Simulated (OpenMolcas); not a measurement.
# Ti III: the spin-orbit constant, Racah parameters, worked from levels

* Program: OpenMolcas 26.06
* Basis: ANO-RCC-VQZP [7s6p4d3f2g1h]
* Scalar Hamiltonian: DKH4, point nucleus
* Active space: 2 electrons in 10 orbitals (3d 4d)
* State averaging: 2S+1 = 3 even, 10 roots; 2S+1 = 1 even, 15 roots
* Spin-orbit coupling: state interaction with AMFI integrals over the reference wave functions, term energies averaged over their components

Methods: CASSCF; SS-CASPT2, IPEA 0.25 Eh, imaginary shift 0.1 Eh (closed shells correlated: 3s 3p). Measured levels: Corliss and Sugar, J. Phys. Chem. Ref. Data 8, 1 (1979).

**The spin-orbit constant.** For the Hund term 3F of d2, E(J) = (A/2) J(J+1) + constant and ζ = 2S·A = 2A. From J = 2 to J = 4 the energy changes by 7 A.

```csv
Source,E(4) - E(2),A,ζ
CASSCF,454.1,64.9,130
SS-CASPT2,455.2,65.0,130
measured,420.4,60.1,120
```

All in cm-1. SS-CASPT2 is off by +8.3 % and CASSCF by +8.0 %. Both methods take the spin-orbit matrix elements from the reference wave functions, so the second can move ζ only through the term energies and any multistate remixing. Second-order mixing with other terms is absorbed into this ζ.

**Racah parameters.** Above 3F, d2 has 3P at 15B, 1G at 12B + 2C and 1D at 5B + 2C. The first two fix B and C, and the third tests them; where it misses by thousands of cm-1, two parameters do not describe the configuration (Trees and configuration-interaction terms are left out) and B and C hang on the terms chosen. Term energies are centres of gravity, weighted by 2J + 1.

| Source | 3P | 1G | B | C | C/B | 1D from B, C | 1D found |
| --- | --- | --- | --- | --- | --- | --- | --- |
| CASSCF | 12936 | 16469 | 862 | 3060 | 3.55 | 10430 | 10600 |
| SS-CASPT2 | 10868 | 14283 | 725 | 2794 | 3.85 | 9213 | 7792 |
| measured | 10420 | 14156 | 695 | 2910 | 4.19 | 9295 | 8232 |

Energies in cm-1. From CASSCF to SS-CASPT2, B changes by -15.9 % and C by -8.7 %. Against the measured terms, SS-CASPT2 has B off by +4.3 % and C by -4.0 %.

CASPT2 does not keep the components of a term degenerate, so their means are used; among the terms shown or strongly mixed into the levels shown the widest spread is 720 cm-1 (3d2 1G, SS-CASPT2). Active for correlation alone: 4d; no level in the range computed is led by a configuration that fills it, so any true level of that kind is missing. Without dynamic correlation excited terms often stand tens of per cent too high (terms of higher spin than the ground term too low), and those without a measured partner can miss by more than the paired ones (holds for CASSCF). Measured partners are found by configuration, term and J. A level has none where our copy of the source lacks it or the pairing is in doubt (some pairs that miss far off the trend of their configuration count as doubtful), and it then counts in no deviation. Levels of configurations outside the active space are missing.
